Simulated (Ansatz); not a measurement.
A structure relaxed at r2SCAN-D4/def2-TZVPD in Ansatz, charge -1, singlet:

```xyz
3

In   -0.0035    0.0045   -0.0007
P     1.8091    1.2776   -0.7040
P    -1.8056   -1.2821    0.7047
```

Question: Give its formula and point group.

Answer: InP₂⁻. Point group D∞h (tolerance 0.1 Å).

Question: Summarise the bond lengths by kind (pairs closer than 1.2 times the sum of covalent radii, bridged metal pairs left out).

Answer: 2 × In–P 2.32 Å.

In the def2 sets In takes a core potential; there is no spin–orbit coupling. The restricted singlet is unstable towards broken spin symmetry in Hartree–Fock (as tested in another run); at r2SCAN-D4/def2-TZVPD this wasn't settled. An occupied level of the charge -1 singlet lies above an empty one (by up to 0.34 eV), so this SCF solution is probably not the lowest. Another isomer (singlet) lies 2.64 eV lower at PBE0-D4/def2-TZVPD; other spin states weren't run for this one.
